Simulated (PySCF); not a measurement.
C₅H₅Cl, SMILES C/C(C#C)=C\Cl.

Geometry: PBE-D3(BJ)/def2-SVP. The structure was generated by enumeration; whether it is a known compound was not checked.

Vertical ionisation energy (IE) and electron affinity (EA) in eV. Rows of orbital energies are one-electron estimates. Where ΔSCF, EOM or ADC give a negative EA the extra electron is unbound and the value depends on the basis.

```tsv
level	IE	EA
−ε(HOMO), −ε(LUMO), PBE0/def2-TZVP (PySCF)	?	?
−ε(HOMO), −ε(LUMO), PBE/def2-TZVP (PySCF)	5.79	2.02
```

Problem. What belongs in the gaps? (Estimate from the structure and the level; the computed values follow.)

Solution. 
- −ε(HOMO), −ε(LUMO), PBE0/def2-TZVP (PySCF), IE: 6.83
- −ε(HOMO), −ε(LUMO), PBE0/def2-TZVP (PySCF), EA: 1.15
